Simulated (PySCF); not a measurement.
Structure problem from calculated spectra and properties.

Elements present: Al, C, H, N and Si. Monoisotopic mass: 117.0554 u.

| Quantity | Value |
| --- | --- |
| UV, first state | lowest singlet excitation: 5.64 eV (220 nm, f = 0.017) [TDDFT CAM-B3LYP/def2-SVPD] |
| Dipole | 1.31 D [CAM-B3LYP/def2-SVPD] |
| UV, strongest line | among the 10 lowest singlet transitions: S2 at 6.18 eV (201 nm, f = 0.135) [TDDFT CAM-B3LYP/def2-SVPD] |
| Rotational structure | rotational constants A, B, C: 2.254, 1.431, 0.967 GHz [PBE0-D3(BJ)/def2-SVP] |
| 13C NMR | chemical shifts (computed TMS as zero) by class: 30.0 (1 C), -13.1 (1 C), -20.0 (1 C) ppm [GIAO HF/pcSseg-1] |
| XPS | Si2p3/2 106.4, C1s 289.3, C1s 289.5, C1s 291.3, N1s 403.8, Al1s 1565.8, Si1s 1846.1 eV [ΔSCF SCAN, pcX-2 on the ionised atom, pcseg-1 elsewhere, spin-free X2C, 2p3/2 from a spin–orbit splitting computed afterwards within the 2p shell] |
| Polarisability | 99.3 au [CAM-B3LYP/def2-SVPD] |
| NMR, other nuclei | isotropic shieldings of nuclei other than C and H, by class: 227 (1 N), 377 (1 Al), 456 (1 Si) ppm [GIAO HF/pcSseg-1] |

The electronic properties come from PySCF, for the isolated species, density fitting. Levels stand in brackets. Isolated species at its PBE0-D3(BJ)/def2-SVP geometry (one conformer only). NMR values are class means; diastereotopic atoms form classes of their own.

Question: Which formula fits the mass and the elements?

Answer: C3H12AlNSi (calculated 117.0554). No other formula that holds each of these elements comes within 0.0003 u with a fitting electron parity and a possible valence count.

Question: What is the compound? Reason from the data.

Answer: Numbering: `[CH3:1][NH:2][Al:3]([CH3:4])[CH2:5][SiH3:6]`. 3 carbons fall into 3 classes; from least to most shielded: N-methyl carbon [C1] (30.0 ppm), methyl carbon [C4] (-13.1 ppm), sp3 carbon bound to silicon [C5] (-20.0 ppm). The other shieldings belong to: 227 ppm, nitrogen bonded to Al, C and H [N2]; 377 ppm, aluminium bonded to 2 C and N [Al3]; 456 ppm, SiH3 silicon [Si6]. The core levels belong to: Si2p3/2 106.4 eV, SiH3 silicon [Si6]; C1s 289.3 eV, sp3 carbon bound to silicon [C5]; C1s 289.5 eV, methyl carbon [C4]; C1s 291.3 eV, N-methyl carbon [C1]; N1s 403.8 eV, nitrogen bonded to Al, C and H [N2]; Al1s 1565.8 eV, aluminium bonded to 2 C and N [Al3]; Si1s 1846.1 eV, SiH3 silicon [Si6]. The optimised geometry has point group C1 and is an asymmetric top. Structure: `C[NH][Al]([CH3])[CH2][SiH3]`. The assignments are read from this structure; whether some other isomer fits the data as well wasn't checked.

The values belong to the conformer `[CH3:1][NH:2][Al:3]([CH3:4])[CH2:5][SiH3:6]`: C1–N2–Al3–C4 179°, N2–Al3–C5–Si6 83°.
